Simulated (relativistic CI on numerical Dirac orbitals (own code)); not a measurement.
# Slater and spin-orbit integrals, As23+

Calculated at this level of theory: Dirac-Coulomb-Breit CI, orbitals from a KLI potential per configuration, QED by a radiative potential, unscaled Slater integrals (own radial code, finite nucleus).

Slater integrals F^k, G^k are unscaled and averaged over j, outside the closed core 1s2; ζ comes from projecting the Hamiltonian with its Breit term on Σ l·s of the shell.

- 2s²2p⁵3s: ζ(2p) = 200170, G^1(2p,3s) = 54910 cm⁻¹; <r>(2p) = 0.1709, <r^2>(2p) = 0.03549, <r>(3s) = 0.4824, <r^2>(3s) = 0.2643 (bohr units).
- 2s²2p⁵3p: ζ(2p) = 200040, F^2(2p,3p) = 141550, G^0(2p,3p) = 56271, G^2(2p,3p) = 61746, ζ(3p) = 48512 cm⁻¹; <r>(2p) = 0.171, <r^2>(2p) = 0.03556, <r>(3p) = 0.4679, <r^2>(3p) = 0.252 (bohr units).
- 2s²2p⁵3d: ζ(2p) = 200330, F^2(2p,3d) = 183980, G^1(2p,3d) = 171120, G^3(2p,3d) = 98789, ζ(3d) = 5646.4 cm⁻¹; <r>(2p) = 0.171, <r^2>(2p) = 0.03558, <r>(3d) = 0.414, <r^2>(3d) = 0.1975 (bohr units).

Averages of the first 10 configurations, taken without configuration mixing, which lowers the lowest level and can move excited configurations by several eV; other configurations of the list can lie among them:

| Configuration | Parity | States | Average energy above the lowest level (eV) |
| --- | --- | --- | --- |
| 2s²2p⁶ | even | 1 | 0.0 |
| 2s²2p⁵3s | odd | 12 | 1346.6 |
| 2s²2p⁵3p | even | 36 | 1400.1 |
| 2s²2p⁵3d | odd | 60 | 1465.3 |
| 2s2p⁶3s | even | 4 | 1538.4 |
| 2s2p⁶3p | odd | 12 | 1590.1 |
| 2s2p⁶3d | even | 20 | 1655.0 |
| 2s²2p⁵4s | odd | 12 | 1816.9 |
| 2s²2p⁵4p | even | 36 | 1838.6 |
| 2s²2p⁵4d | odd | 60 | 1863.1 |
